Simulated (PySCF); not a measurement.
Simulated absorption spectrum

Compound: C3H7FSi.
Z-matrix (Å and degrees, GFN2-xTB geometry), rows numbered from 1:
```
C 
C   1  1.4984
Si  2  1.8851  1  117.88
C   2  1.3226  1  121.65  3   179.89
F   4  1.3519  2  123.19  1    -0.04
H   1  1.0894  2  109.92  3   -58.82
H   1  1.0894  2  109.93  3    59.49
H   1  1.0879  2  111.52  3  -179.67
H   3  1.4649  2  108.48  1    59.73
H   3  1.4613  2  109.46  1  -179.53
H   3  1.4652  2  108.49  1   -58.87
H   4  1.0794  2  125.75  1   179.98
```

Method used: TDDFT CAM-B3LYP/def2-SVPD, vertical, gas phase, core orbitals frozen in the response (PySCF 2.14.0, density-fitted response routines).

Each state is given a Gaussian of 0.4 eV full width at half maximum, with ε(max) = 2.175×10⁸ f / Δν̃ (Δν̃ the width in cm⁻¹). The width is an assumption, not a result. The curve ends short of the highest state used, and states not computed would add to its high-energy end.

```tsv
λ (nm)	ε (L mol⁻¹ cm⁻¹)
162.4	2736
163.5	4410
164.5	6764
165.6	10308
166.7	14627
167.7	18775
168.8	22879
169.9	25747
170.9	26799
172.0	26069
173.1	23586
174.1	20270
175.2	16096
176.3	11990
177.3	8704
178.4	5798
179.5	3670
180.5	2332
181.6	1373
182.7	796
183.7	486
184.8	289
185.9	179
186.9	120
188.0	79
189.1	53
190.1	36
191.2	24
192.3	15
193.3	10
194.4	6
195.5	3
196.5	2
197.6	1
198.7	1
199.7	0
```

(1) Where are the band maxima, and which computed states make them?

(2) Coming from long wavelengths, where does ε first pass 100 L mol⁻¹ cm⁻¹?

(3) On this curve, what absorbance would a 10⁻⁵ mol/L sample give at 193 nm over a 1 cm path?

Results:

(1) 171 nm (7.25 eV), ε about 27000, made up of S2 (100%) (ε in L mol⁻¹ cm⁻¹; maxima over ε = 5, shares over 10%). The states used: S1 6.81 eV (f 0.0020); S2 7.25 eV (f 0.397); S3 7.60 eV (f 0.0014); S4 7.73 eV (f 0.0086); S5 7.89 eV (f 0.0038); S6 8.02 eV (f 0.0069); S7 8.22 eV (f 0.0093); S8 8.23 eV (f 0.016).

(2) At about 187 nm (6.62 eV), 0.19 eV below S1.

(3) 193 nm is 6.424 eV, where ε is about 11 L mol⁻¹ cm⁻¹, so A = ε c l ≈ 0.00011 (Beer–Lambert, with the gas-phase spectrum and the assumed width).

The run took 37 s on one thread, Arm Neoverse N1 (aarch64), shared host with 64 logical CPUs at a one-minute load of 59, and the process peaked at 0.72 GiB of memory.
